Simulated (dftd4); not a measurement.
F4Zr, charge +1, doublet, geometry from GFN2-xTB (such geometries of metal compounds can be far from the true shape) (the multiplicity is a formal guess); D4 for b97d (dftd4).

Input for dftd4:
```
$ dftd4 mol.xyz --func b97d --charge 1 --json dftd4.json --noedisp

# file mol.xyz
5

Zr     0.00000000    -0.00000000     0.00000000
F      1.19625354     0.87726079    -1.14149566
F      0.94458360    -1.17292463     1.11158940
F     -1.23870792    -0.96627039    -1.01761760
F     -0.90212922     1.26193423     1.04752386
```

Output, abridged:

```
                    ____  _____ _____     ____  _  _
      -------------|  _ \|  ___|_   _|---|  _ \| || |------------
     |             | | | | |_    | | ___ | | | | || |_           |
     |             | |_| |  _|   | ||___|| |_| |__   _|          |
     |             |____/|_|     |_|     |____/   |_|            |
     |             ===================================           |
     |            E. Caldeweyher, S. Ehlert & S. Grimme          |
     |          Mulliken Center for Theoretical Chemistry        |
     |                    University of Bonn                     |
      -----------------------------------------------------------

Rational (Becke-Johnson) damping: b97d-D4-ATM
---------------------
  s6         1.0000
  s8         1.6946
  s9         1.0000
  a1         0.2890
  a2         4.1341
 alp        16.0000
--------------------

Dispersion energy:      -1.2919671145843E-02 Eh

[Info] JSON dump of results written to 'dftd4.json'
```
